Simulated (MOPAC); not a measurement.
MOPAC input (MNDO):

```
MNDO PRECISE GNORM=0.05 LET XYZ CHARGE=1 GEO-OK AUX(PRECISION=9) THREADS=1
C5H13O

C    -0.37094200 1   -1.28834600 1   -0.92018300 1
C    -0.51914700 1   -0.17547400 1    0.08583600 1
C    -1.18515400 1    1.06845900 1   -0.44159300 1
C    -1.03277800 1   -0.62065000 1    1.43344800 1
O     0.98218700 1    0.31718200 1    0.46628300 1
C     1.95211300 1    0.71384200 1   -0.56919900 1
H     0.22243500 1   -2.11707300 1   -0.53214900 1
H    -1.36835600 1   -1.67564900 1   -1.13548800 1
H     0.04982900 1   -0.94255400 1   -1.86305900 1
H    -0.77018000 1    1.39117200 1   -1.39524400 1
H    -2.23608300 1    0.83096100 1   -0.61457200 1
H    -1.13892200 1    1.88375000 1    0.27855600 1
H    -2.06582200 1   -0.94848500 1    1.31175200 1
H    -1.02200500 1    0.19364400 1    2.15674100 1
H    -0.47240300 1   -1.47272700 1    1.82470200 1
H     2.20024400 1   -0.13966800 1   -1.19335600 1
H     1.48313900 1    1.50748000 1   -1.13812400 1
H     2.82083200 1    1.09163700 1   -0.03803500 1
H     1.37523800 1   -0.32692200 1    1.07814900 1
```

Output:

```
 *******************************************************************************
 **                                                                           **
 **                              MOPAC v23.2.5                                **
 **                                                                           **
 *******************************************************************************
 ** MOPAC's Digital Object Identifier: https://doi.org/10.5281/zenodo.6511958 **
 **                                                                           **
 ** Please cite the open-source release paper for use of this MOPAC version:  **
 ** J. E. Moussa and J. J. P. Stewart (2026)                                  **
 ** MOPAC: An open-source semiempirical molecular orbital program             **
 ** J. Open Source Softw., 11(119), 8025, https://doi.org/10.21105/joss.08025 **
 *******************************************************************************

                              MNDO CALCULATION RESULTS

 *******************************************************************************
 *  MNDO       - The MNDO Hamiltonian to be used
 *  GEO-OK     - OVERRIDE INTERATOMIC DISTANCE AND OTHER SAFETY CHECKS
 *
 *
 *
 *                 CHARGE ON SYSTEM = +1
 *
 *
 *
 *  LET        - OVERRIDE SOME SAFETY CHECKS
 *  PRECISE    - TIGHTER CRITERIA TO BE USED
 *  XYZ        - CARTESIAN COORDINATE SYSTEM TO BE USED
 *  GNORM      - EXIT WHEN GRADIENT NORM DROPS BELOW 0.050
 *  AUX        - OUTPUT AUXILIARY INFORMATION
 *******************************************************************************
MNDO PRECISE GNORM=0.05 LET XYZ CHARGE=1 GEO-OK AUX(PRECISION=9) THREADS=1
 C5H13O

   ATOM   CHEMICAL          X               Y               Z
  NUMBER   SYMBOL      (ANGSTROMS)     (ANGSTROMS)     (ANGSTROMS)

     1       C         -0.37094200  *  -1.28834600  *  -0.92018300  *
     2       C         -0.51914700  *  -0.17547400  *   0.08583600  *
     3       C         -1.18515400  *   1.06845900  *  -0.44159300  *
     4       C         -1.03277800  *  -0.62065000  *   1.43344800  *
     5       O          0.98218700  *   0.31718200  *   0.46628300  *
     6       C          1.95211300  *   0.71384200  *  -0.56919900  *
     7       H          0.22243500  *  -2.11707300  *  -0.53214900  *
     8       H         -1.36835600  *  -1.67564900  *  -1.13548800  *
     9       H          0.04982900  *  -0.94255400  *  -1.86305900  *
    10       H         -0.77018000  *   1.39117200  *  -1.39524400  *
    11       H         -2.23608300  *   0.83096100  *  -0.61457200  *
    12       H         -1.13892200  *   1.88375000  *   0.27855600  *
    13       H         -2.06582200  *  -0.94848500  *   1.31175200  *
    14       H         -1.02200500  *   0.19364400  *   2.15674100  *
    15       H         -0.47240300  *  -1.47272700  *   1.82470200  *
    16       H          2.20024400  *  -0.13966800  *  -1.19335600  *
    17       H          1.48313900  *   1.50748000  *  -1.13812400  *
    18       H          2.82083200  *   1.09163700  *  -0.03803500  *
    19       H          1.37523800  *  -0.32692200  *   1.07814900  *

          CARTESIAN COORDINATES

    NO.       ATOM           X           Y           Z
[...]
    11       H         -2.28927344  *   0.86433429  *  -0.50949921  *
    12       H         -1.11797466  *   1.95542005  *   0.29601561  *
    13       H         -2.09064046  *  -0.96265131  *   1.30331936  *
    14       H         -1.01991122  *   0.13076415  *   2.22898881  *
    15       H         -0.48732389  *  -1.54113536  *   1.84140704  *
    16       H          2.60255199  *  -0.18730525  *  -0.86265746  *
    17       H          1.54242435  *   1.19231124  *  -1.42547488  *
    18       H          2.64811751  *   1.42725459  *   0.00291536  *
    19       H          1.31898865  *  -0.02505683  *   1.22643163  *

                             CARTESIAN COORDINATES

   1    C       -0.418867714    -1.300298313    -0.967033992
   2    C       -0.448527765    -0.157139595     0.091508561
   3    C       -1.211392367     1.107061440    -0.410910267
   4    C       -1.034263323    -0.659049950     1.451061136
   5    O        0.966950448     0.264754216     0.379049829
   6    C        2.007898401     0.699340727    -0.546528571
   7    H        0.202801323    -2.156246468    -0.636226013
   8    H       -1.450518402    -1.675006744    -1.127379668
   9    H       -0.037128352    -0.957385810    -1.948823038
  10    H       -0.858672783     1.446482238    -1.404418655
  11    H       -2.289273436     0.864334287    -0.509499207
  12    H       -1.117974656     1.955420050     0.296015611
  13    H       -2.090640456    -0.962651309     1.303319360
  14    H       -1.019911221     0.130764153     2.228988808
  15    H       -0.487323890    -1.541135363     1.841407039
  16    H        2.602551992    -0.187305246    -0.862657461
  17    H        1.542424350     1.192311244    -1.425474879
  18    H        2.648117507     1.427254585     0.002915363
  19    H        1.318988654    -0.025056827     1.226431633

           Empirical Formula: C5 H13 O  =    19 atoms

      MOLECULAR POINT GROUP   :   C1

                  EIGENVALUES
 -50.91614 -42.10065 -35.01534 -34.14586 -33.73486 -27.77539 -25.15205 -22.79813
 -22.26924 -19.77000 -19.67665 -19.40480 -18.71240 -18.54783 -18.25879 -18.17081
 -18.03534 -17.39480 -17.22238  -4.73277  -1.91414  -1.79742  -1.55223  -1.43724
  -1.26094  -0.82190  -0.59940  -0.49446  -0.42156  -0.37309  -0.35925  -0.26848
  -0.18197  -0.07668   1.08019   1.12577   1.21312

              NET ATOMIC CHARGES AND DIPOLE CONTRIBUTIONS

  ATOM NO.   TYPE          CHARGE      No. of ELECS.   s-Pop       p-Pop
    1          C          -0.006897        4.0069     1.22997     2.77693
    2          C           0.106497        3.8935     1.27783     2.61568
    3          C           0.004370        3.9956     1.22914     2.76649
    4          C          -0.011106        4.0111     1.23184     2.77927
    5          O          -0.186594        6.1866     1.69713     4.48946
    6          C           0.211683        3.7883     1.25252     2.53580
    7          H           0.032279        0.9677     0.96772
    8          H           0.060421        0.9396     0.93958
    9          H           0.031817        0.9682     0.96818
   10          H           0.030271        0.9697     0.96973
   11          H           0.056441        0.9436     0.94356
   12          H           0.037524        0.9625     0.96248
   13          H           0.064414        0.9356     0.93559
   14          H           0.038118        0.9619     0.96188
   15          H           0.031608        0.9684     0.96839
   16          H           0.055550        0.9445     0.94445
   17          H           0.073203        0.9268     0.92680
   18          H           0.067147        0.9329     0.93285
   19          H           0.303254        0.6967     0.69675
 DIPOLE           X         Y         Z       TOTAL
 POINT-CHG.     2.689     0.609     0.207     2.765
 HYBRID         0.375    -0.216     0.448     0.623
 SUM            3.064     0.394     0.656     3.158

          ATOMIC ORBITAL ELECTRON POPULATIONS

     Atom    s        px        py        pz
    1  C   1.22997   0.98492   0.89131   0.90069
    2  C   1.27783   0.60308   0.99375   1.01884
    3  C   1.22914   0.94356   0.87701   0.94592
    4  C   1.23184   0.96833   0.94679   0.86414
    5  O   1.69713   1.31501   1.85151   1.32295
    6  C   1.25252   0.76330   0.93607   0.83642
    7  H   0.96772
    8  H   0.93958
    9  H   0.96818
   10  H   0.96973
   11  H   0.94356
   12  H   0.96248
   13  H   0.93559
   14  H   0.96188
   15  H   0.96839
   16  H   0.94445
   17  H   0.92680
   18  H   0.93285
   19  H   0.69675

 **********************
 *                    *
 * JOB ENDED NORMALLY *
 *                    *
 **********************

 == MOPAC DONE ==
```

The dipole moment of an ion depends on the origin.

The geometry given is a B3LYP-D3(BJ)/def2-TZVP minimum.
